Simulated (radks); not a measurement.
The silver ion Ag3+, 44 electrons, occupied as [Kr] 4d8. All-electron calculation, scalar-relativistic Kohn-Sham, PBEsol, spin-unpolarised, spherical densities, point nucleus. Program: a radial shooting solver on a logarithmic mesh with Libxc functionals.

Unscreened Slater integrals over Kohn-Sham orbitals (eV).

F0(4d,4d): 19.734
F2(4d,4d): 9.9052
F4(4d,4d): 6.5012
F0(4d,4p): 21.854
F2(4d,4p): 10.870
G1(4d,4p): 13.719
G3(4d,4p): 8.4071
F0(4d,4s): 22.538
G2(4d,4s): 10.153
F0(4d,3d): 26.640
F2(4d,3d): 5.2669
F4(4d,3d): 2.3269
G0(4d,3d): 1.6610
G2(4d,3d): 1.9237
G4(4d,3d): 1.4633
F0(4p,4p): 24.812
F2(4p,4p): 13.018
F0(4p,4s): 25.828
G1(4p,4s): 17.537
F0(4p,3d): 32.149
F2(4p,3d): 7.6452
G1(4p,3d): 2.4244
G3(4p,3d): 2.3667
F0(4s,4s): 26.997
F0(4s,3d): 34.434
G2(4s,3d): 2.8047
F0(3d,3d): 71.542
F2(3d,3d): 35.606
F4(3d,3d): 22.706

Derived for the open shells (J is the average intra-shell exchange parameter used in DFT+U). 4d: Racah B = F2/49 - 5 F4/441 = 0.1284 eV, C = 35 F4/441 = 0.5160 eV, C/B = 4.02, F4/F2 = 0.656, J = (F2 + F4)/14 = 1.172 eV.
